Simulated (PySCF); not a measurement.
# One molecule, several mistakes: AlGeH4NSi

Calculated results; nothing here was measured. The program is PySCF 2.14.0, an open-source quantum chemistry code, run on an isolated molecule that a program drew, which may never have been made. The molecule is AlGeH4NSi (charge 0, singlet), drawn as the SMILES string `[AlH2][N]=[SiH][GeH]`.

Each row is a Hartree-Fock (HF) and frozen-core CCSD(T) single point in the cc-pV(D+d)Z basis, meant for a local HF minimum. Run 1 is clean. Each other run has one planted mistake out of seven kinds, and not every kind appears here: one electron removed, one electron added, multiplicity raised by two, geometry at a saddle point, minimal basis STO-3G, one bond length entered in bohr, all coordinates scaled. The reference is restricted for singlets and unrestricted otherwise, and also for a bond in bohr. Adding or removing an electron swaps singlet and doublet. Electrons count all cores. HOMO and LUMO are orbital energies over both spins, the gradient is its largest component, and the lowest frequency (negative if imaginary) is given only where the gradient is small. Bond lengths are over the 7 bonds as drawn. T1 is the CCSD diagnostic: over 0.02 (restricted) or 0.045 (unrestricted) a single reference is doubtful. Germanium has the cc-pVDZ-PP basis, with a core potential (ECP10MDF) in place of its 10 inner electrons, and its 3s, 3p and 3d shells are frozen in CCSD(T).

Geometry of the clean run:
```xyz
8
AlGeH4NSi, angstrom
Al   -1.3658    1.6567    0.9807
N    -0.0749    1.1398   -0.0814
Si    1.1210    0.7020   -0.9981
Ge    0.7308    0.2506   -3.3918
H    -2.2247    0.5882    1.7738
H    -1.7038    3.1961    1.1390
H     2.5027    0.5085   -0.4757
H     1.2817    1.6875   -3.7646
```

| run | electrons | basis functions | <S^2> | HOMO (eV) | LUMO (eV) | gradient (hartree/bohr) | lowest frequency (cm^-1) | mean bond (Å) | longest bond (Å) | T1 | HF (hartree) | CCSD(T) (hartree) | mistake |
|---|---|---|---|---|---|---|---|---|---|---|---|---|---|
| 1 | 70 | 103 | 0.000 | -8.78 | -0.46 | 3.3e-05 | 49 | 1.7181 | 2.467 | 0.0211 | -880.98084 | -881.44137 | no fault |
| 2 | 70 | 103 | 0.000 | -8.61 | -0.61 | 5.0e-02 | - | 1.8538 | 2.662 | 0.0248 | -880.93933 | -881.41690 | all coordinates scaled |
| 3 | 71 | 103 | 0.763 | -2.10 | 5.44 | 4.4e-02 | - | 1.7181 | 2.467 | 0.0221 | -881.02701 | -881.49828 | one electron added |
| 4 | 70 | 103 | 2.030 | -8.30 | -1.01 | 2.1e-02 | - | 1.7181 | 2.467 | 0.0293 | -880.95472 | -881.40302 | multiplicity raised by two |
| 5 | 69 | 103 | 1.005 | -14.44 | -5.52 | 5.7e-02 | - | 1.7181 | 2.467 | 0.0672 | -880.71877 | -881.14070 | ? |
| 6 | 70 | 103 | 1.581 | -6.63 | -0.50 | 5.9e-02 | - | 1.9405 | 3.307 | 0.0647 | -880.83232 | -881.26036 | ? |

**Which mistake was planted in run 5, and what did it cost?**

It counts 69 electrons, one fewer than the clean run, at the same geometry and basis. So the mistake is: one electron removed. Subtracting run 1 and multiplying by 627.51 kcal/mol a hartree, the energy moved by 164.5 kcal/mol in HF and 188.7 kcal/mol in CCSD(T).

**Which mistake was planted in run 6, and what did it cost?**

The mean bond changes by a factor of 1.129 and the longest by 1.340, so the molecule wasn't scaled as a whole. A length L in bohr read as angstrom grows by (1/0.5292 - 1) L = 0.890 L. The 7 bonds together grew by 7 x 0.2224 = 1.557 Å, which gives L = 1.750 Å. That is bond Al1-N2, 1.750 Å in the clean geometry. So the mistake is: one bond length entered in bohr. Subtracting run 1 and multiplying by 627.51 kcal/mol a hartree, the energy moved by 93.2 kcal/mol in HF and 113.6 kcal/mol in CCSD(T).

Cautions from the logs. Run 1: T1 is over the limit, so its CCSD(T) energy is less reliable; run 2: T1 is over the limit, so its CCSD(T) energy is less reliable; run 5: T1 is over the limit, so its CCSD(T) energy is less reliable; run 6: T1 is over the limit, so its CCSD(T) energy is less reliable.
